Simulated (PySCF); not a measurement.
L and K shells in Si(vinyl)2(NHMe)2

Compound: Si(vinyl)2(NHMe)2, C₆H₁₄N₂Si.
Cartesian coordinates in Å at the PBE0-D3(BJ)/def2-SVP level; atoms count from 1:
```
atom  x, y, z in Å
Si1   -0.100    0.329    0.077
C2    -0.227    0.650    1.920
C3    -0.803   -0.229    2.748
H4     0.188    1.570    2.357
H5    -1.229   -1.165    2.368
H6    -0.881   -0.063    3.829
C7     1.712    0.192   -0.389
C8     2.711    0.110    0.498
H9     1.977    0.201   -1.457
H10    2.517    0.091    1.577
H11    3.764    0.056    0.197
N12   -0.940    1.630   -0.695
C13   -1.067    1.799   -2.121
H14   -1.107    2.470   -0.155
H15   -0.301    2.462   -2.568
H16   -0.977    0.817   -2.613
H17   -2.056    2.203   -2.400
N18   -0.862   -1.131   -0.451
C19   -0.283   -2.448   -0.531
H20   -1.872   -1.107   -0.542
H21   -0.528   -2.954   -1.482
H22    0.814   -2.372   -0.481
H23   -0.594   -3.121    0.291
```

Method used: delta-SCF UKS SCAN, pcX-2 on the ionised atom, pcseg-1 elsewhere, spin-free X2C in PySCF 2.14.0. Binding energies are ΔSCF values: E(core-ionised, relaxed orbitals) − E(ground state) at a fixed geometry, referred to the vacuum level. 2p3/2 and 2p1/2 are the ΔSCF energy of one spin-free 2p hole plus the eigenvalues of a spin–orbit and ligand-field matrix of the shell. The splitting includes the ligand field, and 2p3/2 is the mean of two sublevels.

When a 2p electron fills a 1s hole, the emitted photon carries the energy difference of the two hole states (Kα1 from 2p3/2, Kα2 from 2p1/2), here at the ground state's geometry.

| atom | Kα1 (eV) | Kα2 (eV) | 2p3/2 binding energy (eV) |
| --- | --- | --- | --- |
| Si1 | 1740.03 | 1739.41 | 106.06 |

What are the 1s and 2p1/2 binding energies?

1s = Kα1 + 2p3/2, and 2p1/2 = 1s − Kα2:

```csv
atom,environment,1s (eV),2p1/2 (eV)
Si1,silicon bonded to 2 C and 2 N,1846.09,106.68
```

And the 1s levels of the other atoms?

C2/C7 (carbon bonded to C, Si and H) 289.61 eV; C3/C8 (carbon bonded to C and 2 H) 290.12 eV; C13/C19 (carbon bonded to N and 3 H) 291.23 eV; N12/N18 (nitrogen bonded to C, Si and H) 403.84 eV.

Topologically equivalent atoms share the value of their first member; where this conformer doesn't relate them by symmetry, their own values could differ. One conformer (not necessarily the lowest) at the PBE0-D3(BJ)/def2-SVP geometry, without solvent, vibrations or thermal averaging.
